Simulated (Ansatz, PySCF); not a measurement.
Spin states of F3Re (SMILES [F][Re]([F])[F]), each relaxed with B3LYP-D3(BJ)/def2-TZVP.
State 1 (charge 0, multiplicity 3):
```xyz
4

Re    -0.0142     0.0171    -0.0143
F     -1.5484    -0.9781    -0.0204
F     -0.0158     1.7041    -0.7209
F      1.5204    -0.6760     0.6996
```
State 2 (charge 0, multiplicity 5):
```xyz
4

Re     0.17322    -0.06928     0.07372
F     -1.61825    -0.61311    -0.19206
F     -0.36683     1.54453    -0.75078
F      1.75387    -0.79507     0.81307
```

Singlets are restricted, other states unrestricted; no spin–orbit coupling, no relativity up to Kr; see below for the cores. The largest T1 diagnostic is 0.025.

Correlated levels freeze the inner cores; with def2 sets outer-core shells near the valence are correlated too. CBS: X⁻³ extrapolation of the correlation energy, Hartree–Fock from the larger set.

Codes used: Ansatz (a first-principles code); PySCF for the dispersion terms. Values without a source in brackets are computed. In def2 rows elements past Kr take small-core potentials, without spin–orbit coupling.

```json
[
 {"level": "BLYP/def2-TZVPP", "energy of the multiplicity-5 state less that of the multiplicity-3 state (eV)": "0.398"},
 {"level": "BLYP-D3(BJ)/def2-TZVPP", "energy of the multiplicity-5 state less that of the multiplicity-3 state (eV)": "0.398"},
 {"level": "r2SCAN-D4/def2-TZVPP", "energy of the multiplicity-5 state less that of the multiplicity-3 state (eV)": "0.016"},
 {"level": "B97M-V/def2-TZVPP", "energy of the multiplicity-5 state less that of the multiplicity-3 state (eV)": "0.002"},
 {"level": "B3LYP-D3(BJ)/def2-TZVPP", "energy of the multiplicity-5 state less that of the multiplicity-3 state (eV)": "0.262"},
 {"level": "wB97X-V/def2-TZVPP", "energy of the multiplicity-5 state less that of the multiplicity-3 state (eV)": "0.360"},
 {"level": "B2PLYP-D4/def2-TZVPP", "energy of the multiplicity-5 state less that of the multiplicity-3 state (eV)": "0.238"},
 {"level": "CCSD(T)/def2-SVP", "energy of the multiplicity-5 state less that of the multiplicity-3 state (eV)": "-0.061"},
 {"level": "CCSD(T)/CBS(def2-SVP, def2-TZVPP)", "energy of the multiplicity-5 state less that of the multiplicity-3 state (eV)": "___"}
]
```

Question: What belongs in the gaps?

Answer: 
- CCSD(T)/CBS(def2-SVP, def2-TZVPP), energy of the multiplicity-5 state less that of the multiplicity-3 state (eV): 0.126
